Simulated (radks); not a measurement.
Values are calculated unless marked as measured or tabulated.
Question: Mean orbital radii <r> (bohr) of neutral vanadium, [Ar] 3d3 4s2, of relativity; Dirac values are averaged over j with weights 2j + 1. Spin-unpolarised spherical Kohn-Sham, PBE, point nucleus unless stated (finite: rms radius 3.6002 fm), a radial shooting solver on a logarithmic mesh with Libxc functionals. A level marked "c x" has the speed of light scaled by that factor and shares open shells by 2j + 1; other Dirac levels either fill j = l - 1/2 first or share by 2j + 1.

| shell | non-rel. |
|---|---|
| 1s | 0.06705 |
| 2s | 0.3110 |
| 2p | 0.2751 |
| 3s | 0.9560 |
| 3p | 1.019 |
| 3d | 1.436 |
| 4s | 3.378 |

Give the values at the level "Dirac, c x 5".

Answer: 
shell  Dirac, c x 5  change of magnitude (%)
1s          0.06702                    -0.04
2s           0.3109                    -0.04
2p           0.2751                    -0.02
3s           0.9557                    -0.03
3p            1.019                    -0.01
3d            1.437                    +0.03
4s            3.377                    -0.03
